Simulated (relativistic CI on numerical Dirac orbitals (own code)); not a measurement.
Radial parameters of Os IX

Method of calculation: Dirac-Coulomb-Breit CI, orbitals from a KLI potential per configuration, model QED, unscaled Slater integrals (own radial code, finite nucleus).

Slater integrals F^k, G^k are unscaled and averaged over j, outside the closed core [Kr] 4d10; ζ comes from projecting the Hamiltonian with its Breit term on Σ l·s of the shell.

- 4f14 5s2 5p5 5d: ζ(5p) = 74185, F^2(5p,5d) = 83486, G^1(5p,5d) = 101560, G^3(5p,5d) = 64050, ζ(5d) = 5730.8 cm⁻¹; <r>(5p) = 1.094, <r^2>(5p) = 1.342, <r>(5d) = 1.341, <r^2>(5d) = 2.024 (bohr units).
- 4f14 5s 5p6 5d: G^2(5s,5d) = 70305, ζ(5d) = 5720.7 cm⁻¹; <r>(5s) = 0.9743, <r^2>(5s) = 1.061, <r>(5d) = 1.339, <r^2>(5d) = 2.018 (bohr units).
- 4f14 5s2 5p5 5f: ζ(5p) = 75490, F^2(5p,5f) = 47291, G^2(5p,5f) = 30366, G^4(5p,5f) = 20848, ζ(5f) = 315.94 cm⁻¹; <r>(5p) = 1.089, <r^2>(5p) = 1.329, <r>(5f) = 1.966, <r^2>(5f) = 4.37 (bohr units).

In this model ζ of a weakly bound d, f or g electron outside closed shells comes out too small, for d by up to a factor of two or three and at times with the wrong sign; that of an outer p electron is too small as well.

Averages of the first 10 configurations, taken without configuration mixing, which lowers the lowest level and can move excited configurations by several eV; other configurations of the list can lie among them:

| Configuration | Parity | States | Average energy above the lowest level (eV) |
| --- | --- | --- | --- |
| 4f14 5s2 5p6 | even | 1 | 0.1 |
| 4f14 5s2 5p5 5d | odd | 60 | 54.2 |
| 4f14 5s 5p6 5d | even | 20 | 101.9 |
| 4f14 5s2 5p5 5f | even | 84 | 102.7 |
| 4f13 5s2 5p6 5d | odd | 140 | 63.3 |
| 4f14 5s2 5p5 6s | odd | 12 | 76.1 |
| 4f14 5s2 5p5 5g | odd | 108 | 126.9 |
| 4f13 5s2 5p6 6s | odd | 28 | 86.8 |
| 4f14 5s 5p6 5f | odd | 28 | 151.1 |
| 4f14 5s2 5p5 6p | even | 36 | 90.0 |
